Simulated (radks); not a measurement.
Polarisability of neutral thallium, [Hg] 6p1, at imaginary frequency. All-electron calculation, scalar-relativistic Kohn-Sham, PBE, spin-unpolarised, spherical densities, finite nucleus; Fermi nuclear charge, rms radius 5.4759 fm. Program: a radial shooting solver on a logarithmic mesh with Libxc functionals. Response by self-consistent Sternheimer equations with the Hartree and adiabatic LDA kernel, the relativistic mass of each level held fixed and spin-orbit coupling left out.

| w (hartree) | alpha1(iw) (bohr^3) |
|---|---|
| 0.00266 | 94.43 |
| 0.0143 | 92.60 |
| 0.0360 | 84.18 |
| 0.0697 | 67.90 |
| 0.118 | 50.00 |
| 0.186 | 35.31 |
| 0.280 | 24.43 |
| 0.413 | 16.60 |
| 0.605 | 11.08 |
| 0.892 | 7.230 |
| 1.35 | 4.515 |
| 2.12 | 2.569 |
| 3.59 | 1.233 |
| 6.94 | 0.4515 |
| 17.5 | 0.1067 |

Static values: alpha1 = 94.49 bohr^3 (14.00 angstrom^3; uncoupled 123.8). C6 = 959.1, triple-dipole C9 = 58570 atomic units. One-pole (London) frequency 4 C6 / (3 alpha1^2) = 0.143 hartree, against 0.087 for minus the highest occupied eigenvalue. Recommended static value: 50 bohr^3 (Schwerdtfeger and Nagle, 2023 table).

Beside tabulated values, note that spin-unpolarised runs miss the spin-polarisation part of the exchange energy of open shells.
